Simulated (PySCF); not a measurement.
A calculated (LDA, PySCF 2.14, def2-TZVPPD, no relativity, point nucleus) atom or ion has these occupied shells.

```csv
shell,electrons,orbital energy (eV),"rms radius, mean of both spins (bohr)"
1s α,1,-10096.7,0.0572
1s β,1,-10096.7,0.0572
2s α,1,-1253.4,0.241
2s β,1,-1253.4,0.241
2p α,3,-1114.6,0.213
2p β,3,-1114.6,0.213
3s α,1,-164.67,0.712
3s β,1,-164.62,0.712
3p α,3,-119.57,0.742
3p β,3,-119.51,0.742
3d α,5,-41.883,0.897
3d β,5,-41.745,0.897
4p α,1,-19.236,2.66
```

Question: Name the element and its charge.

Answer: Ga²⁺ (gallium, charge +2), in [Ar] 3d10 4p1, 2P determinant (an excited configuration).
